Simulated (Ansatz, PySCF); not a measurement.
Gas-phase reaction in SMILES: CCC(O)CC -> CCC([O])CC + H atom (the H-O bond at the site shown breaks; other sites are not compared here)
Geometries: B3LYP-D3(BJ)/def2-TZVP minima from Ansatz (a quantum-chemistry and plane-wave program), one conformer each, not searched for the lowest. Frequencies are from Ansatz or PySCF.

Wanted: bond dissociation energy (enthalpy at 298 K, with B3LYP-D3(BJ) rigid-rotor harmonic-oscillator terms), in kcal/mol. Cores are frozen in the correlated levels unless marked. UHF or UKS for open shells. Spin-orbit coupling is left out. Non-relativistic. CBS(X,Y): correlation extrapolated as X^-3; Hartree-Fock from the larger set. [CCSD(T)-MP2]/basis is that difference in the basis named.

| level | program | bond dissociation energy (kcal/mol) |
|---|---|---|
| r2SCAN-D4/def2-TZVPD | Ansatz + dftd4 | 97.6 |
| PBE0/def2-QZVPP | Ansatz | 98.8 |
| CAM-B3LYP-D3(BJ)/def2-TZVPD | Ansatz + dftd3 | 101.0 |
| LC-wPBE-D3(BJ)/def2-TZVPD | Ansatz + dftd3 | (withheld) |
| SCS-MP2/6-31G* | Ansatz | 94.2 |
| SCS-MP2/cc-pVTZ | Ansatz | 107.7 |
| RI-MP2/CBS(cc-pVTZ,cc-pVQZ)+[CCSD(T)-MP2]/cc-pVTZ | Ansatz | 106.5 |

Some entries are withheld; supply them.


- LC-wPBE-D3(BJ)/def2-TZVPD, bond dissociation energy (kcal/mol): 100.2
